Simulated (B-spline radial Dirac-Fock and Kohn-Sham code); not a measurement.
Level of theory: configuration-average Dirac-Fock orbitals; a B-spline atomic structure program.

Question: This computed X-ray form factor belongs to an atom or ion in its tabulated ground configuration. Which?

| sin θ/λ (Å⁻¹) | f₀ |
| --- | --- |
| 0.05 | 58.752 |
| 0.14 | 57.110 |
| 0.35 | 48.936 |
| 0.45 | 44.111 |
| 0.73 | 31.883 |
| 1.48 | 16.949 |
| 1.89 | 13.968 |
| 2.39 | 10.974 |
| 6.22 | 3.491 |

Answer: Lu¹²⁺, with 59 electrons in [Kr] 4d10 4f11 5s2. f₀ tends to the number of electrons as s goes to zero, which the first rows give only roughly, and the rate of fall reflects the nuclear charge, 71.

Question: This computed X-ray form factor belongs to an atom or ion in its tabulated ground configuration. Which?

| sin θ/λ (Å⁻¹) | f₀ |
| --- | --- |
| 0.04 | 4.988 |
| 0.1 | 4.928 |
| 0.22 | 4.669 |
| 0.27 | 4.515 |
| 0.5 | 3.624 |
| 0.75 | 2.684 |
| 1.13 | 1.824 |
| 2.07 | 1.202 |
| 3.1 | 0.778 |

Answer: Al⁸⁺, with 5 electrons in [He] 2s2 2p1. f₀ tends to the number of electrons as s goes to zero, which the first rows give only roughly, and the rate of fall reflects the nuclear charge, 13.

Question: This computed X-ray form factor belongs to an atom or ion in its tabulated ground configuration. Which?

```csv
sin θ/λ (Å⁻¹),f₀
0.06,3.000
0.12,2.999
0.3,2.992
0.58,2.969
1.13,2.887
1.41,2.828
2.75,2.455
3.43,2.253
6.66,1.586
```

Answer: Pr⁵⁶⁺, with 3 electrons in [He] 2s1. f₀ tends to the number of electrons as s goes to zero, which the first rows give only roughly, and the rate of fall reflects the nuclear charge, 59.
